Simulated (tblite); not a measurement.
Record of a relaxation.

C3H9BrOSi.
SMILES with atom numbers: `[CH3:1][O:2][SiH2:3][C@H:4]([CH3:5])[Br:6]` (hydrogens: H7, H8, H9 on C1; H10, H11 on Si3; H12 on C4; H13, H14, H15 on C5)

Computed with GFN2-xTB (tblite), gas phase: L-BFGS steps from a force-field or distance-geometry start until the largest atomic force falls under 0.01 eV/Å. 10 of its 70 geometries are shown.

Step 0: E = -569.5321 eV, largest atomic force 2.299 eV/Å
```
atom  x, y, z in Å  |  force x, y, z in eV/Å
C1     -2.554   -0.184    0.982    0.061   0.025   0.340
O2     -1.175   -0.423    0.844    0.391   0.267  -0.802
Si3    -0.411    0.015   -0.566   -2.237   0.510   0.149
C4      1.400   -0.354   -0.588    1.226  -0.710   0.824
C5      2.240    0.325    0.496    0.046   0.283  -0.163
Br6     2.120    0.143   -2.343   -0.211  -0.010   0.066
H7     -2.879   -0.531    1.965    0.205  -0.064   0.015
H8     -3.129   -0.725    0.231    0.074   0.099  -0.129
H9     -2.778    0.888    0.923    0.082  -0.169  -0.170
H10    -1.117   -0.689   -1.672    0.337   0.109   0.188
H11    -0.656    1.472   -0.758    0.226  -0.304   0.011
H12     1.551   -1.447   -0.519    0.081   0.385  -0.111
H13     3.292    0.047    0.411   -0.035  -0.050  -0.054
H14     2.188    1.419    0.413   -0.086  -0.270  -0.050
H15     1.904    0.053    1.496   -0.160  -0.101  -0.115
```

Step 8: E = -569.6869 eV, largest atomic force 0.211 eV/Å
```
atom  x, y, z in Å  |  force x, y, z in eV/Å
C1     -2.539   -0.189    0.996    0.090   0.007  -0.034
O2     -1.167   -0.394    0.792    0.019   0.047  -0.088
Si3    -0.464    0.055   -0.601   -0.150   0.052  -0.055
C4      1.383   -0.381   -0.523    0.079  -0.016   0.018
C5      2.234    0.322    0.510   -0.006   0.026   0.042
Br6     2.020    0.139   -2.303   -0.005   0.058  -0.191
H7     -2.802   -0.559    1.988    0.036   0.040  -0.101
H8     -3.117   -0.712    0.231   -0.004  -0.061   0.097
H9     -2.773    0.874    0.912   -0.024  -0.022   0.121
H10    -1.073   -0.697   -1.714    0.109   0.140   0.045
H11    -0.613    1.512   -0.787    0.078  -0.187  -0.060
H12     1.575   -1.450   -0.496   -0.107  -0.114   0.075
H13     3.287    0.044    0.410   -0.119   0.000   0.039
H14     2.162    1.403    0.396   -0.038  -0.023   0.070
H15     1.882    0.041    1.501    0.043   0.053   0.021
```

Step 15: E = -569.7088 eV, largest atomic force 0.205 eV/Å
```
atom  x, y, z in Å  |  force x, y, z in eV/Å
C1     -2.523   -0.190    1.002    0.019  -0.009   0.026
O2     -1.160   -0.371    0.761    0.039  -0.014   0.020
Si3    -0.459    0.065   -0.629   -0.116   0.046  -0.018
C4      1.371   -0.393   -0.509    0.177   0.024  -0.101
C5      2.217    0.320    0.520   -0.013   0.010   0.031
Br6     1.979    0.135   -2.318    0.048  -0.068   0.087
H7     -2.752   -0.571    1.995    0.011  -0.010   0.020
H8     -3.112   -0.728    0.257   -0.037  -0.006   0.020
H9     -2.780    0.869    0.946   -0.030   0.000   0.023
H10    -1.037   -0.664   -1.759   -0.026   0.009  -0.044
H11    -0.567    1.509   -0.839    0.010   0.042  -0.046
H12     1.544   -1.466   -0.472   -0.002  -0.001  -0.005
H13     3.270    0.043    0.427   -0.086   0.054   0.004
H14     2.130    1.402    0.414    0.024  -0.048  -0.014
H15     1.874    0.049    1.517   -0.017  -0.029  -0.001
```

Step 23: E = -569.7251 eV, largest atomic force 0.155 eV/Å
```
atom  x, y, z in Å  |  force x, y, z in eV/Å
C1     -2.503   -0.202    1.033   -0.028   0.014  -0.005
O2     -1.149   -0.341    0.720   -0.030   0.029  -0.042
Si3    -0.465    0.095   -0.680   -0.012   0.012  -0.016
C4      1.361   -0.395   -0.521    0.147   0.013  -0.049
C5      2.180    0.319    0.532    0.039   0.023   0.002
Br6     2.055    0.075   -2.309    0.017  -0.007   0.043
H7     -2.681   -0.598    2.032    0.094  -0.017   0.007
H8     -3.123   -0.745    0.319    0.010  -0.037  -0.034
H9     -2.800    0.848    1.007    0.029   0.047   0.005
H10    -1.036   -0.609   -1.830   -0.041  -0.028   0.023
H11    -0.522    1.537   -0.934   -0.041   0.011   0.052
H12     1.517   -1.470   -0.460   -0.033  -0.013   0.030
H13     3.240    0.070    0.456   -0.027  -0.089  -0.012
H14     2.097    1.400    0.428   -0.100  -0.010   0.035
H15     1.826    0.025    1.520   -0.024   0.052  -0.038
```

Step 31: E = -569.7341 eV, largest atomic force 0.053 eV/Å
```
atom  x, y, z in Å  |  force x, y, z in eV/Å
C1     -2.483   -0.203    1.043   -0.005  -0.004   0.019
O2     -1.140   -0.314    0.680    0.002  -0.001  -0.005
Si3    -0.465    0.117   -0.724    0.039  -0.008  -0.004
C4      1.358   -0.394   -0.536    0.005  -0.010   0.034
C5      2.154    0.317    0.536   -0.022   0.020   0.017
Br6     2.124    0.035   -2.298    0.003   0.012  -0.032
H7     -2.593   -0.616    2.045   -0.010  -0.008   0.032
H8     -3.123   -0.756    0.353    0.036  -0.012  -0.025
H9     -2.804    0.840    1.045    0.048   0.020  -0.011
H10    -1.053   -0.593   -1.861   -0.005  -0.008  -0.011
H11    -0.517    1.561   -0.961   -0.021   0.016   0.004
H12     1.492   -1.471   -0.446   -0.028  -0.020  -0.012
H13     3.214    0.065    0.478   -0.041  -0.002   0.011
H14     2.052    1.397    0.443    0.019   0.023  -0.019
H15     1.778    0.024    1.515   -0.022  -0.018   0.002
```

Step 38: E = -569.7368 eV, largest atomic force 0.074 eV/Å
```
atom  x, y, z in Å  |  force x, y, z in eV/Å
C1     -2.462   -0.204    1.048    0.009  -0.001  -0.006
O2     -1.122   -0.313    0.673    0.017  -0.024   0.023
Si3    -0.468    0.122   -0.739    0.062  -0.019   0.020
C4      1.354   -0.394   -0.544   -0.053   0.002   0.052
C5      2.134    0.319    0.541   -0.001  -0.017  -0.022
Br6     2.145    0.024   -2.297    0.004   0.016  -0.019
H7     -2.570   -0.617    2.051    0.007   0.006  -0.012
H8     -3.098   -0.758    0.356   -0.016   0.004   0.009
H9     -2.777    0.841    1.050    0.002   0.001   0.000
H10    -1.058   -0.593   -1.871   -0.006   0.011  -0.006
H11    -0.532    1.568   -0.959   -0.013   0.013  -0.024
H12     1.470   -1.474   -0.451    0.024   0.030   0.005
H13     3.192    0.061    0.500    0.007  -0.023   0.016
H14     2.046    1.400    0.439   -0.021  -0.025   0.003
H15     1.742    0.026    1.515   -0.023   0.025  -0.039
```

Step 46: E = -569.7386 eV, largest atomic force 0.026 eV/Å
```
atom  x, y, z in Å  |  force x, y, z in eV/Å
C1     -2.444   -0.205    1.051   -0.007   0.002   0.003
O2     -1.105   -0.323    0.675   -0.018   0.007  -0.017
Si3    -0.466    0.123   -0.742    0.012  -0.011  -0.012
C4      1.352   -0.393   -0.549   -0.020  -0.005   0.000
C5      2.120    0.318    0.544   -0.006  -0.008  -0.015
Br6     2.154    0.025   -2.299   -0.002   0.011   0.008
H7     -2.551   -0.616    2.054   -0.005   0.004   0.002
H8     -3.087   -0.754    0.361    0.002  -0.009   0.008
H9     -2.754    0.842    1.050    0.009   0.005   0.013
H10    -1.063   -0.583   -1.876   -0.008  -0.010  -0.006
H11    -0.547    1.568   -0.969    0.008  -0.004   0.006
H12     1.469   -1.472   -0.453    0.014   0.003  -0.011
H13     3.176    0.046    0.525   -0.001   0.004   0.025
H14     2.040    1.398    0.432    0.016  -0.006   0.007
H15     1.701    0.035    1.508    0.005   0.016  -0.011
```

Step 54: E = -569.7398 eV, largest atomic force 0.027 eV/Å
```
atom  x, y, z in Å  |  force x, y, z in eV/Å
C1     -2.436   -0.203    1.056    0.000  -0.004   0.009
O2     -1.103   -0.332    0.665   -0.010   0.001  -0.010
Si3    -0.467    0.114   -0.753    0.011  -0.001   0.001
C4      1.355   -0.394   -0.555   -0.015   0.006  -0.015
C5      2.110    0.317    0.547   -0.009  -0.005  -0.007
Br6     2.159    0.042   -2.300    0.008   0.012   0.009
H7     -2.535   -0.613    2.061   -0.001  -0.003   0.011
H8     -3.090   -0.752    0.375   -0.002   0.014   0.004
H9     -2.737    0.846    1.060    0.000  -0.008  -0.008
H10    -1.074   -0.586   -1.887    0.024  -0.006   0.012
H11    -0.547    1.561   -0.974    0.009  -0.010   0.000
H12     1.484   -1.473   -0.468   -0.009   0.011   0.004
H13     3.162    0.031    0.561   -0.001  -0.009  -0.008
H14     2.051    1.397    0.424    0.000   0.001  -0.006
H15     1.664    0.053    1.504   -0.003   0.001   0.005
```

Step 61: E = -569.7402 eV, largest atomic force 0.011 eV/Å
```
atom  x, y, z in Å  |  force x, y, z in eV/Å
C1     -2.434   -0.203    1.060    0.000   0.002  -0.002
O2     -1.104   -0.336    0.659    0.000   0.000   0.000
Si3    -0.467    0.111   -0.758   -0.004   0.003   0.000
C4      1.354   -0.393   -0.559   -0.005  -0.003  -0.006
C5      2.104    0.316    0.547    0.002   0.001   0.002
Br6     2.166    0.055   -2.297    0.000  -0.001   0.003
H7     -2.527   -0.612    2.067    0.002   0.002  -0.004
H8     -3.095   -0.748    0.384   -0.003  -0.002   0.003
H9     -2.731    0.847    1.064    0.000   0.002   0.004
H10    -1.067   -0.594   -1.892    0.009  -0.002   0.001
H11    -0.542    1.558   -0.978   -0.009   0.000  -0.004
H12     1.484   -1.471   -0.475    0.001  -0.006  -0.007
H13     3.153    0.020    0.571    0.011  -0.003   0.000
H14     2.055    1.396    0.417    0.001   0.009   0.002
H15     1.647    0.061    1.501   -0.003  -0.003   0.007
```

Step 69: E = -569.7404 eV, largest atomic force 0.008 eV/Å
```
atom  x, y, z in Å  |  force x, y, z in eV/Å
C1     -2.434   -0.202    1.061   -0.001   0.001   0.001
O2     -1.105   -0.336    0.657    0.002  -0.001   0.004
Si3    -0.467    0.112   -0.759   -0.008  -0.001  -0.001
C4      1.354   -0.392   -0.560   -0.002   0.001  -0.005
C5      2.104    0.315    0.548    0.000   0.001  -0.002
Br6     2.167    0.058   -2.296    0.002   0.005  -0.002
H7     -2.525   -0.611    2.067    0.003   0.000   0.002
H8     -3.098   -0.747    0.387    0.001   0.001  -0.003
H9     -2.731    0.848    1.067    0.000   0.002  -0.001
H10    -1.060   -0.598   -1.893   -0.001  -0.003  -0.004
H11    -0.549    1.557   -0.982   -0.001  -0.002  -0.002
H12     1.484   -1.471   -0.479    0.001   0.001   0.007
H13     3.153    0.018    0.573    0.001  -0.003   0.004
H14     2.057    1.395    0.418    0.000   0.003   0.002
H15     1.645    0.061    1.502    0.004  -0.006   0.000
```

**Question.** Summarise the path.

**Answer.** The energy falls by 4.80 kcal/mol from step 0 to step 69; nine tenths of that is first reached at step 21. It falls at every step. The largest force goes from 2.299 to 0.008 eV/Å. Among the bonds Si3–C4 changes most, from 1.848 to 1.900 Å; the atoms move by 0.202 Å rms after alignment.

What follows is the cost of the whole relaxation. On one thread of an Arm Neoverse N1, shared host with 64 logical CPUs at a one-minute load of 58, this took 0.74 s of wall time.
